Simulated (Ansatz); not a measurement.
`[OH][Sn][Cl]` + CH₃OH → `C[O][Sn][Cl]` + H₂O at 298.15 K and 1 bar (ligand exchange at the Sn–O bond).

Isolated molecules relaxed with PBE0-D4/def2-TZVP in Ansatz; ΔE leaves out vibrations. CBS: MP2 limit from def2 TZ/QZ plus the TZ coupled-cluster correction, frozen cores. This one scheme is used for every species. def2 core potentials past Kr. For Sn outer-core shells are correlated without core-valence functions, which leaves a few kJ/mol of doubt a bond. One conformer a species, not always the lowest.

```tsv
species	CCSD(T)/CBS energy (Eh)	H − E (kJ/mol)	S (J/(mol·K))
`[OH][Sn][Cl]`	-749.66523	50.6	304.5
CH₃OH	-115.61712	146.3	238.2
`C[O][Sn][Cl]`	-788.90874	129.6	345.0
H₂O	-76.37941	66.4	188.7
```

H − E and S are ideal-gas, rigid-rotor, harmonic terms from PBE0-D4/def2-TZVP, for one conformer and one mirror image of each species. 1 Eh = 2625.50 kJ/mol, R = 8.31446 J/(mol·K).

Problem. By hand: ΔE, ΔH, ΔS and ΔG.

Solution. ΔE = (-788.90874) + (-76.37941) − (-749.66523) − (-115.61712) = -0.00580 Eh = -15.2 kJ/mol. Δ(H − E) = 129.6 + 66.4 − 50.6 − 146.3 = -0.9, so ΔH = -16.1 kJ/mol. ΔS = 345.0 + 188.7 − 304.5 − 238.2 = -9.0 J/(mol·K). ΔG = -16.1 − 298.15 × (-9.0)/1000 = -13.4 kJ/mol.

Problem. By hand: the equilibrium constant, and the temperature at which ΔG would vanish if ΔH and ΔS stayed fixed.

Solution. log₁₀ K = −ΔG/(RT ln 10) = 2.3. ΔG = 0 at ΔH/ΔS = 1789 K, though so small a ΔS makes that figure unsure.

The number of gas molecules stays the same, so ΔS is small and ΔH decides. A doubt of 5 kJ/mol in ΔE shifts log₁₀ K by 0.9 here. Other conformers and mirror images would add mixing entropy, several J/(mol·K) or more a flexible species. These are equilibria of isolated gas molecules and say nothing of rates. Largest T1 diagnostic: 0.017 (customary marks: 0.02 for closed shells, 0.045 for open ones).
